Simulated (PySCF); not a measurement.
Worked example: refractive index and permittivity of the vapour

ZnF2, SMILES [Zn]([F])[F].

Geometry optimised at PBE0-D3(BJ)/def2-TZVP. The isomer is the one that the SMILES or the coordinates give; other isomers of the formula were not compared.

PBE/def2-TZVPD run with PySCF gives a mean static polarisability of 23.4 bohr³ and a dipole moment of 0.00 D. Take an ideal gas at 298.15 K and 1 bar, whether or not the substance is that volatile.

### Question
Work out n − 1 in the optical limit and the static ε − 1.

### Answer

Polarisability volume α' = 23.4 × 0.148185 = 3.47 Å³. Number density N = p/kT = 2.43e-5 Å⁻³.
Dilute limit of Lorentz–Lorenz: n − 1 = 2π N α' = 0.00053.
Orientation term of Debye: μ²/(3kT) = 8.098 Å³ × μ²(D²) = 0.00 Å³.
ε − 1 = 4π N (α' + μ²/3kT) = 0.0011. With no permanent dipole, ε equals n² in this model. Vibrational polarisation and dispersion are left out.
